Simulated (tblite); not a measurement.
C6H11AsO.
Structure used (GFN2-xTB), in Å, numbered top down from 1:
```xyz
19
C6H11AsO angstrom
C     -2.7487    0.3394    0.2269
C     -1.4429   -0.4231    0.1781
O     -1.2650   -1.4418    0.8048
C     -0.3953    0.2065   -0.6767
C      0.7498   -0.7356   -1.0446
C      1.7476   -0.7641    0.1072
C      2.1173    0.6788    0.4226
As     0.4084    1.6780    0.4624
H     -2.5565    1.4113    0.3120
H     -3.2962    0.1598   -0.6974
H     -3.3521   -0.0022    1.0640
H     -0.8545    0.6552   -1.5631
H      0.3618   -1.7374   -1.2402
H      1.2453   -0.3713   -1.9500
H      1.2659   -1.2261    0.9714
H      2.6278   -1.3567   -0.1521
H      2.6619    0.7717    1.3644
H      2.7495    1.0913   -0.3708
H     -0.0338    1.0756    1.7738
```

Calculated harmonic vibrations of the isolated species, GFN2-xTB (tblite), most abundant isotopes, no scaling. Errors from tens to a few hundred cm⁻¹ against measured bands are possible. Modes of hydrogen on arsenic can be 10 to 20 % off. One conformer, not necessarily the lowest.

Harmonic wavenumbers (cm⁻¹): 77.7, 82.5, 123.9, 141.8, 213.9, 289.1, 296.9, 403.6, 441.2, 519.2, 565.7, 607.7, 649.9, 680.8, 741.5, 819.0, 837.1, 919.2, 934.6, 963.6, 983.7, 1005.1, 1026.2, 1070.8, 1100.9, 1121.7, 1139.4, 1157.4, 1228.3, 1244.5, 1292.1, 1316.4, 1333.0, 1362.9, 1443.5, 1449.9, 1459.9, 1472.3, 1488.1, 1738.7, 1891.1, 2911.5, 2918.4, 2942.3, 2956.9, 2966.7, 2967.9, 2978.1, 2985.9, 3013.9, 3049.9.

A = 2001, B = 1310, C = 932.6 MHz; mass 174.003 u (most abundant isotopes); point group C1, symmetry number 1.

Task: Zero-point energy?

Result: Half the sum of the wavenumbers: 33663 cm⁻¹ = 402.70 kJ/mol.

Task: Give the ideal-gas entropy at 400 K and 1 bar in the rigid-rotor, harmonic-oscillator model (classical rotation).

Result: Translation 179.31, rotation 126.11, vibration 142.64: S = 448.1 J/(mol K).

Task: And Cp and H(400 K) − H(0)?

Result: Cp = 194.42 J/(mol K), of which vibrations give 161.16 (their classical limit is 51 R = 424.0); H(400 K) − H(0) = 44.26 kJ/mol without the zero-point energy, 30.96 from vibrations.

Task: What must be added to the electronic energy to get the Gibbs energy at 400 K and 1 bar?

Result: ZPE + [H(400 K) − H(0)] − T·S = 402.70 + 44.26 − 179.22 = 267.74 kJ/mol.

Task: Which modes carry the vibrational entropy at 400 K?

Result: 77.7 cm⁻¹: 18.94; 82.5 cm⁻¹: 18.45; 123.9 cm⁻¹: 15.10; 141.8 cm⁻¹: 14.00; 213.9 cm⁻¹: 10.70; 289.1 cm⁻¹: 8.35 J/(mol K); the other 45 give 57.10 together.

Task: Blend soft modes into free rotors: weight 1/[1 + (100 cm⁻¹/ν̃)⁴] for the oscillator and the rest for a rotor with moment μB/(μ + B), μ = h/(8π²ν), B = 10⁻⁴⁴ kg m². What vibrational entropy results?

Result: 134.82 J/(mol K) in place of 142.64, which changes −T·S at 400 K by +3.13 kJ/mol.

Task: How do the functions run with temperature in this model?

Result: 
```csv
T (K),S (J/(mol K)),Cp (J/(mol K)),H − H(0) (kJ/mol),G − H(0) (kJ/mol),ln q(vib)
100,286.0,71.1,5.02,-23.58,1.17
200,346.5,108.5,13.97,-55.34,3.32
300,398.5,151.5,26.93,-92.62,5.55
500,495.6,231.7,65.62,-182.16,10.19
800,623.0,309.6,147.89,-350.53,17.19
1000,695.9,343.0,213.32,-482.56,21.64
```

q(vib) and H(0) count from the zero-point level.

Hindered rotation and anharmonicity are outside this model. Other conformers, if any are populated, would add a mixing term that is left out. The structure is chiral; the term R ln 2 for an equal mix with its mirror image is left out.
